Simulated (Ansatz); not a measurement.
Relaxation of FH5OSeSi (9 atoms, charge 0, multiplicity 1), to a largest force component of 0.03 eV/Å in at most 50 steps.

Theory: RKS BLYP-D4/def2-SVP in Ansatz.

```xyz
9
Properties=species:S:1:pos:R:3
Si -0.973 -0.138 -0.084
F 1.561 1.176 -0.977
H -1.109 0.010 -1.569
H -2.288 -0.493 0.527
O -0.478 1.222 0.749
H 1.895 0.350 -0.735
Se 0.500 -1.920 0.128
H 0.350 1.571 0.352
H 0.542 -1.779 1.610
```

Where does it end, and by what steps?

The run converged. After 12 steps the energy has fallen by 0.172 eV; F2 moved furthest, 0.49 Å.

| step | energy less start (eV) | largest force component (eV/Å) | accepted |
| --- | --- | --- | --- |
| 0 | 0.0000 | 1.372 | yes |
| 1 | -0.0666 | 1.745 | yes |
| 2 | -0.1222 | 0.762 | yes |
| 3 | -0.0975 | 0.509 | no |
| 4 | -0.1405 | 0.939 | yes |
| 5 | -0.1623 | 0.181 | yes |
| 6 | -0.1671 | 0.121 | yes |
| 7 | -0.1641 | 0.226 | no |
| 8 | -0.1695 | 0.036 | yes |
| 9 | -0.1708 | 0.076 | yes |
| 10 | -0.1707 | 0.075 | no |
| 11 | -0.1719 | 0.031 | yes |
| 12 | -0.1721 | 0.011 | yes |

```xyz
9
Properties=species:S:1:pos:R:3
Si -1.102 -0.102 -0.117
F 1.891 1.094 -0.625
H -1.411 -0.052 -1.583
H -2.282 -0.541 0.682
O -0.543 1.312 0.556
H 1.777 0.145 -0.479
Se 0.582 -1.763 -0.062
H 0.350 1.561 0.212
H 0.738 -1.653 1.416
```

Whether the end is a true minimum wasn't checked by a vibrational analysis.

The run took 31 s on 2 threads of Intel(R) Xeon(R) Platinum 8259CL CPU @ 2.50GHz (Skylake/Cascade Lake), with other jobs on the host, peak memory 0.19 GiB.
